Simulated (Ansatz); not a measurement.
Geometry optimisation, RKS r2SCAN-D4/cc-pVDZ in Ansatz.

Input:

```yaml
crystal:
  periodic: [false, false, false]
  atoms:
    - { symbol: Al, position_ang: [-0.9639, 0.3649, -1.196] }
    - { symbol: H, position_ang: [0.9154, -0.2973, -1.4011] }
    - { symbol: Cl, position_ang: [-2.2445, -1.066, -1.8351] }
    - { symbol: Cl, position_ang: [-0.8269, 2.3264, -1.6644] }
    - { symbol: H, position_ang: [0.6046, -0.0593, 1.0127] }
    - { symbol: "N", position_ang: [-0.7174, 0.1609, 1.0189] }
    - { symbol: H, position_ang: [1.4282, -0.3146, -0.5603] }
    - { symbol: O, position_ang: [1.8103, -0.2967, 0.6602] }
    - { symbol: H, position_ang: [-1.1632, -0.6149, 1.4911] }
    - { symbol: H, position_ang: [-0.8691, 0.9954, 1.5691] }
    - { symbol: H, position_ang: [2.0265, -1.1989, 0.9049] }
basis:
  gaussian: { orbitals: cc-pVDZ }
hamiltonian:
  xc: r2scan
  dispersion: d4
relax:
  f_tol: 0.15
  max_steps: 25
  restrain:
    - { distance: [0, 5], at: 3.22, k: 30.0 }
    - { distance: [4, 7], at: 2.27, k: 30.0 }
    - { distance: [6, 1], at: 1.92, k: 30.0 }
    - { distance: [0, 1], at: 1.52, k: 30.0 }
    - { distance: [4, 5], at: 1.02, k: 30.0 }
    - { distance: [6, 7], at: 0.97, k: 30.0 }
```

Run as:

```bash
$ ansatz run input.yaml --threads 4 --pin off --max-ram 5120MiB --backend cpu --events-out ev --progress --plain --runs-dir out
```

Problem. Where does it end, and by what steps?

Solution. It converged. The restraints hold the end off the free minimum. After 10 steps the energy has fallen by 0.635 eV (the restraints' own energy left out); H5 moved furthest, 0.69 Å. Parted: Al1–N6. Joined: Al1–H2, H5–N6, H7–O8.

```tsv
step	energy less start (eV)	largest force component (eV/Å)	accepted
0	0.0000	3.384	yes
1	-0.3882	3.611	yes
2	-0.3897	3.534	yes
3	-0.1679	2.538	yes
4	-0.3908	2.062	yes
5	-0.5188	1.848	yes
6	-0.5004	2.225	no
7	-0.6093	1.053	yes
8	-0.6252	0.856	yes
9	-0.6310	0.827	yes
10	-0.6346	0.824	yes
```

```xyz
11
Properties=species:S:1:pos:R:3
Al -0.743 0.290 -1.778
H 0.709 -0.218 -1.727
Cl -2.332 -1.072 -2.139
Cl -1.121 2.368 -1.985
H 0.247 0.024 1.603
N -0.740 0.210 1.414
H 1.911 -0.161 -0.229
O 2.213 -0.529 0.618
H -1.280 -0.520 1.880
H -0.976 1.088 1.879
H 2.112 -1.480 0.465
```

Whether the end is a true minimum wasn't checked by a vibrational analysis.

Time of the run: 54 s on 4 threads of Arm Neoverse N1, on a shared host, peak memory 0.22 GiB.
